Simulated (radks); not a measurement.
Values are calculated unless marked as measured or tabulated.
Spherical quantum dot in the effective-mass picture: electrons in a parabolic well V = omega^2 r^2 / 2 with omega = 1.39, with a point charge +2 (a donor) at the centre, all in effective atomic units (hartree* = m*/eps^2 hartree, bohr* = eps/m* bohr), one dielectric constant everywhere. Level of theory: non-relativistic Kohn-Sham, exchange-only LDA, spin-polarised, spherical densities (a radial shooting solver with Libxc functionals). Levels are named by radial order and angular momentum (1s, 1p, 1d, 2s, ...), and open shells are averaged over m. Results are scaled to m* = 0.31 and eps = 13, for which hartree* = 49.91 meV and bohr* = 2.219 nm.

N = 5, configuration 1s2 1p(up 3, down 0). This is the lowest configuration that the search found. Occupied and some empty levels:

| level | occupation | eigenvalue (meV) | <r> (nm) |
|---|---|---|---|
| 1s up | 1 | 139.12 | 1.635 |
| 1s down | 1 | 148.51 | 1.580 |
| 1p up | 3 | 240.53 | 2.832 |
| 1p down | 0 | 255.11 | 2.836 |
| 2s up | 0 | 276.25 | 3.076 |
| 2s down | 0 | 287.67 | 3.129 |
| 1d up | 0 | 309.35 | 3.470 |
| 1d down | 0 | 323.44 | 3.512 |
| 1f up | 0 | 375.86 | 3.966 |
| 1f down | 0 | 388.32 | 4.023 |

Energy (meV): total 519.260, kinetic 460.46, external -341.51, Hartree 534.77, exchange-correlation -134.47.
